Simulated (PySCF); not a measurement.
C6H11N3.
Z-matrix (Å and degrees, GFN2-xTB geometry), rows numbered from 1:
```
C 
C   1  1.5238
C   2  1.5336  1  111.94
C   3  1.5278  2  111.90  1   176.24
N   3  1.4420  2  110.45  1   -60.49
C   5  1.3512  3  129.05  2   -63.30
C   6  1.3755  5  104.17  3   179.42
N   7  1.3456  6  107.97  5    -0.08
N   8  1.2790  7  109.04  6     0.04
H   1  1.0868  2  110.42  3  -179.47
H   1  1.0875  2  110.91  3    60.55
H   1  1.0873  2  110.46  3   -59.34
H   2  1.0912  1  109.71  3   120.10
H   2  1.0925  1  109.72  3  -121.72
H   3  1.0958  2  109.32  1    54.52
H   4  1.0878  3  110.92  2    57.38
H   4  1.0865  3  109.86  2   -62.50
H   4  1.0875  3  110.34  2   177.82
H   6  1.0690  5  123.49  3    -0.54
H   7  1.0700  6  130.15  5   179.94
```

NICS is the negative of the GIAO shielding at a point without a nucleus: at the ring centre (0) and 1 Å above and below it (1); zz is the component along the ring normal. Level: GIAO PBE0/pcSseg-1 (PySCF, non-relativistic, gas phase) on the GFN2-xTB geometry, one conformer.

Ring bond lengths (Å), with Mayer bond orders in brackets: N5–C6 1.351 (1.16), C6–C7 1.375 (1.45), C7–N8 1.346 (1.36), N8–N9 1.279 (1.47), N9–N5 1.326 (1.18).

What do the NICS probes read (ppm)?

```json
{"ring": "N5–C6–C7–N8–N9", "type": "5-membered ring with 3 N; formal bonds all aromatic", "NICS(0)": "-13.0", "NICS(1), two faces": "-13.0 / -13.2", "NICS(1)zz, two faces": "-33.9 / -34.1", "rms pucker (Å)": "0.00", "centre to ring atoms, mean (Å)": "1.14"}
```

What can be read from them?

- N5–C6–C7–N8–N9: mean NICS(1)zz -34.0 ppm, shielded. For a flat ring without four-coordinate atoms the NICS criterion counts such a value as aromatic.

What does the geometric index give? HOMA takes Krygowski's 1993 parameters.

- N5–C6–C7–N8–N9: HOMA 0.95; the largest term is that of N8–N9, α(R − Ropt)² = 0.12. The geometric and the magnetic index point the same way.

Give the inner angles of the rings and the Hirshfeld charges of the ring atoms.

- N5–C6–C7–N8–N9: N5 109.7° (+0.052 e), C6 104.2° (-0.027 e), C7 108.0° (-0.046 e), N8 109.0° (-0.150 e), N9 109.1° (-0.078 e); sum 540.0° against 540° for a flat convex ring.

How shielded are the nuclei of the rings and their hydrogens (means over atoms taken as equivalent)?

| atoms | environment | σ isotropic (ppm) |
| --- | --- | --- |
| N5 | pyrrole-type nitrogen | -13.9 |
| C6 | aromatic CH next to a ring nitrogen | 63.1 |
| C7 | aromatic CH next to a ring nitrogen | 47.5 |
| N8 | pyridine-type nitrogen | -116.0 |
| N9 | pyridine-type nitrogen | -135.3 |
| H19 | aromatic hydrogen | 24.23 |
| H20 | aromatic hydrogen | 23.83 |
